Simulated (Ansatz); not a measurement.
Molecule: FeBr, net charge 0, sextet state. The spin state was set by rule; other spins were not relaxed. 
Structure (B3LYP-D3(BJ)/def2-TZVP (Ansatz, a first-principles code) minimum search):
```xyz
2

Fe     0.0000     0.0000    -1.3507
Br     0.0000     0.0000     1.0034
```
Charge 0, spin multiplicity 6.

Quantity: atomisation energy (electronic, to ground-state atoms), in eV. Valence correlation only, unless marked. UHF or UKS for open shells. Spin-orbit coupling is left out. Frozen are the shells of the preceding noble gas and the d and f shells that filled before the atom's block. Non-relativistic. The coupled-cluster limit lacks core correlation, which all-electron functionals hold. Basis-set limits of correlation are two-point, X^-3; Hartree-Fock from the larger set.

| level | program | atomisation energy (eV) |
|---|---|---|
| SVWN5/def2-TZVPD | Ansatz | 3.71 |
| BLYP-D3(BJ)/def2-TZVPD | Ansatz + dftd3 | 2.94 |
| revPBE-D4/def2-TZVPD | Ansatz + dftd4 | 3.12 |
| B97M-V/def2-TZVPD | Ansatz | 3.12 |
| PBE0/6-31G* | Ansatz | 3.21 |
| PBE0-D4/def2-TZVPD | Ansatz + dftd4 | 3.37 |
| B2PLYP-D4/def2-TZVPD | Ansatz + dftd4 | 3.01 |

Problem. Estimate the value at CCSD(T)/CBS(def2-TZVPPD,def2-QZVPPD) as computed with Ansatz.

Solution. 3.15 eV, so B2PLYP-D4/def2-TZVPD differs from it by -0.14 eV.
